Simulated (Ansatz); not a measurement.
# Multireference treatment of NiH, doublet

Program: Ansatz, Gaussian basis, development build. Basis def2-SVP, nonrelativistic, 5 orbitals frozen in the corrections. State-specific CASSCF; RHF is the lowest restricted (open-shell) Hartree–Fock solution met. Letters tell apart solutions met in one space. A CASSCF solution shown is a saddle point in the orbitals. A minimal or small basis: far from the basis limit. Solutions may break the symmetry of the shape. The lowest solution met needn't be the lowest there is, nor hold the orbitals that a chemist would pick.

Geometry: bond length 2.9520 Å. A bond is stretched, to 1.90 times the sum of the covalent radii.

CASSCF less RHF, in eV, and natural occupations:

| CAS | CASSCF | occupations |
| --- | --- | --- |
| (11,7) a | -1.292 | 2.00, 2.00, 2.00, 2.00, 1.64, 1.00, 0.36 |
| (11,7) b | -1.275 | 2.00, 2.00, 2.00, 2.00, 1.62, 1.00, 0.38 |

(1) What totals less RHF do the corrections give on each solution?

(2) In CAS(11,7), is the solution lowest in CASSCF also lowest after SC-NEVPT2?

Results:

(1) 

```csv
CAS,SC-NEVPT2
"(11,7) a",-9.855
"(11,7) b",-9.809
```

(2) Yes: (11,7) a stays lowest, 0.05 eV under the next.
